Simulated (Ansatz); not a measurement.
CH3F2Ga, SMILES `F[CH2][GaH][F]`, relaxed with RKS PBE0-D4/def2-TZVP in Ansatz 0.2.0 from a GFN2-xTB geometry. The force threshold is 0.005 eV/Å; the program also tests the step.

Charge 0, multiplicity 1.

Start:

```xyz
7

F     0.412    1.277   -1.007
C    -0.583    0.761   -0.155
Ga    0.541   -0.841    0.421
F    -0.149   -2.441    0.299
H    -1.447    0.517   -0.782
H    -0.835    1.564    0.542
H     2.061   -0.837    0.682
```

Question: How much energy does the relaxation release, and in how many steps? (An estimate is asked.)

Answer: Computed: 17.40 kJ/mol, in 15 steps, 4 of them rejected.

Question: Which bonds change most? (Best estimate.)

Answer: Computed: C2–Ga3 from 2.040 to 1.980 Å; F1–C2 from 1.408 to 1.389 Å; Ga3–F4 from 1.747 to 1.764 Å; Ga3–H7 from 1.542 to 1.554 Å.

Question: Give the relaxed structure. (An estimate is asked.)

Answer: The calculation gave: 
```xyz
7

F     0.324    1.769   -0.736
C    -0.474    0.726   -0.285
Ga    0.623   -0.809    0.315
F    -0.384   -2.138    0.889
H    -1.145    0.425   -1.095
H    -1.098    1.095    0.535
H     2.154   -1.067    0.377
```
